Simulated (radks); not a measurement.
The numbers below are computed, except where a source is named.
Initial-state core-level shifts of neutral gold when its valence configuration changes from [Xe] 4f14 5d10 6s1. Level of theory: non-relativistic Kohn-Sham, r2SCAN, spin-polarised, spherical densities, point nucleus; open shells are filled with parallel spins first (spin-orbit coupling, left out, can overturn this in heavy ions); meta-GGA in the generalised Kohn-Sham scheme; relativity is left out, which matters for an element this heavy (a radial shooting solver on a logarithmic mesh with Libxc functionals). Shifts are changes of the shell-averaged eigenvalues in eV (positive: less bound); the change of the density at the nucleus, which sets a Mossbauer isomer shift, is in e/bohr^3, on a base of 3.538e+05.

valence,1s,2s,4p,5s,density at nucleus
4f14 5d10 6s0.5 6p0.5,-0.943,-0.931,-0.939,-0.960,-6.42
4f14 5d10 6p1,-1.827,-1.802,-1.818,-1.861,-13.04
4f13 5d10 6s2,-17.592,-19.113,-16.912,-7.317,+43.87
4f13.5 5d10 6s1 6p0.5,-9.390,-10.127,-9.084,-4.356,+13.96
4f14 5d9 6s1 6p1,-5.546,-5.620,-5.586,-5.331,+5.24
4f13.5 5d10 6s1.5,-8.676,-9.423,-8.371,-3.620,+21.08
4f14 5d9 6p2,-7.015,-7.067,-7.046,-6.814,-10.66
4f13.5 5d9 6s2 6p0.5,-13.903,-14.743,-13.626,-8.535,+36.19
4f14 5d9 6s2,-4.275,-4.366,-4.317,-4.035,+19.81
